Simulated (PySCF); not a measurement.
From one molecule to another.

First species: C5H14OSi2.
Z-matrix (Å and degrees, GFN2-xTB geometry), rows numbered from 1:
```
C 
C   1  1.5246
Si  2  1.9026  1  112.09
C   3  1.9172  2  113.88  1   176.93
O   4  1.4202  3  104.45  2  -135.64
C   5  1.4189  4  110.88  3    41.65
Si  6  1.9063  5  104.68  4  -175.76
C   6  1.5382  5  109.87  4   -51.86
H   1  1.0888  2  110.98  3   178.60
H   1  1.0870  2  110.41  3    58.49
H   1  1.0873  2  110.72  3   -61.05
H   2  1.0921  1  109.02  3   122.88
H   2  1.0910  1  108.84  3  -121.33
H   3  1.4700  2  111.53  1   -56.10
H   4  1.0996  3  112.98  2   -16.71
H   4  1.0883  3  115.10  2   108.01
H   6  1.1041  5  108.25  4    65.41
H   7  1.4613  6  107.96  5    58.74
H   7  1.4681  6  108.02  5   177.84
H   7  1.4608  6  109.41  5   -62.38
H   8  1.0883  3  115.61  2   -11.00
H   8  1.0901  3  110.84  2  -133.54
```

Second species: C₅H₁₄OSi₂.
Z-matrix (Å and degrees, GFN2-xTB geometry), rows numbered from 1:
```
C 
C   1  1.5285
C   2  1.5282  1  110.66
C   2  1.5031  1  110.44  3  -122.88
Si  4  1.8862  2  124.19  1    61.04
C   4  1.3282  2  120.69  1  -118.47
O   6  1.3536  4  120.20  2   179.42
Si  7  1.6245  6  131.72  4   177.21
H   1  1.0881  2  110.39  3   -61.18
H   1  1.0869  2  110.36  3    58.94
H   1  1.0876  2  110.33  3   178.80
H   2  1.0980  1  108.35  3   118.62
H   3  1.0883  2  110.35  1    59.12
H   3  1.0870  2  110.34  1   -60.96
H   3  1.0878  2  110.37  1   179.14
H   5  1.4644  4  109.69  2  -117.71
H   5  1.4685  4  110.24  2     1.38
H   5  1.4645  4  109.71  2   120.63
H   6  1.0865  4  123.93  2    -0.46
H   8  1.4665  7  110.66  6    57.68
H   8  1.4519  7   99.34  6   177.78
H   8  1.4661  7  110.69  6   -62.12
```

Levels: PBE0/pcSseg-1 for HOMO energy, LUMO energy and HOMO–LUMO gap. Geometries: GFN2-xTB. Each structure is a single optimised conformer of the isolated species, non-relativistic unless stated. Electronic properties by PySCF.

Dipoles, sizes and rotational constants follow the conformer. The torsions of the flexible species, by atom-mapped SMILES:
- `[CH3:1][CH:2]([CH3:3])/[C:4]([SiH3:5])=[CH:6]/[O:7][SiH3:8]`: C1–C2–C4–Si5 61°, C4–C6–O7–Si8 177°

The conformers of `CC[Si@@H]1CO[C@@H]([SiH3])C1` aren't listed.

```csv
property,column X,column Y
HOMO energy,-6.69 eV,-7.08 eV
LUMO energy,0.10 eV,0.78 eV
HOMO–LUMO gap,6.79 eV,7.86 eV
```

Problem. Which column belongs to which species?

Solution. Column X is the second species and column Y the first. The first has 22 atoms and 80 electrons, the second 22 and 80.

Problem. How does each property change from the first species to the second?

Solution. HOMO energy +0.39 eV; LUMO energy -0.68 eV; HOMO–LUMO gap -1.07 eV.

